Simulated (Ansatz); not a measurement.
Isolated molecules relaxed with PBE0-D4/def2-TZVP in Ansatz; ΔE leaves out vibrations. CBS: MP2 limit from def2 TZ/QZ plus the TZ coupled-cluster correction, frozen cores. This one scheme is used for every species. DFT in def2-TZVPP.

`[BH3-]C#[N+]C` → `[BH3-][N+]#CC`  (isomerisation)

CCSD(T)/CBS gives -10.1 kcal/mol.

(1) Another level gave -8.0 kcal/mol. Which?
A. MP2/def2-TZVPP
B. CCSD/def2-TZVPP
C. RPA@PBE/def2-TZVPP
D. r2SCANh-D4/def2-TZVPP

(2) What do rigid-rotor, harmonic-oscillator terms from PBE0-D4/def2-TZVP frequencies (298.15 K, 1 bar) make of the CCSD(T)/CBS value? (Estimate.)

Largest T1 diagnostic among the species: 0.014.

Answers

(1) D. r2SCANh-D4 -8.0, MP2/def2-TZVPP -12.1, RPA@PBE/def2-TZVPP -9.4, CCSD/def2-TZVPP -10.4 kcal/mol.

(2) Computed: ΔZPE = +0.2 kcal/mol, ΔH = -10.0 kcal/mol, ΔS = -3 J/(mol·K), ΔG = -9.8 kcal/mol. Modes under 50 cm⁻¹ make the entropy rough.

Leaving LDA and LC-ωPBE aside and taking each functional with its dispersion term where it has one, the values, not all of them listed here, spread over 2.2 kcal/mol, from B2PLYP to HSE06-D4. LDA lies +0.7 kcal/mol from PBE without D4. In def2-TZVPP, CCSD(T) changes the Hartree–Fock value by −2.2 kcal/mol (the triples alone add +0.0 kcal/mol) and MP2 by −3.9 kcal/mol.
